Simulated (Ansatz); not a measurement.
Mulliken charges of FH$_{3}$OSn, SMILES `[OH][SnH2][F]` from r2SCAN/def2-TZVPP in Ansatz (PBE0-D4/def2-TZVP geometry).

| atom | x (Å) | y (Å) | z (Å) | charge (e) |
| --- | --- | --- | --- | --- |
| O1 | -1.414 | -0.333 | -0.425 | -0.555 |
| Sn2 | 0.302 | 0.256 | 0.284 | 1.067 |
| F3 | 1.409 | -1.315 | 0.302 | -0.492 |
| H4 | -1.369 | -0.686 | -1.317 | 0.198 |
| H5 | 1.096 | 1.317 | -0.782 | -0.115 |
| H6 | 0.017 | 0.697 | 1.892 | -0.102 |

Task: By hand: the dipole of these point charges (1 e Å = 4.8032 D).

Result: Σ q r = (0.015, 0.747, 0.026) e Å, of length 0.748 e Å = 3.59 D.

Task: How does the dipole of the full density compare? (Best estimate.)

Result: The calculation gave: (-0.014, 0.462, -0.136) e Å, 2.31 D; the point charges give 1.55 times that, at 19° from its direction.

Point charges leave out the atoms' own dipoles, such as those of lone pairs, and Mulliken's split depends on the basis, so the two needn't agree.
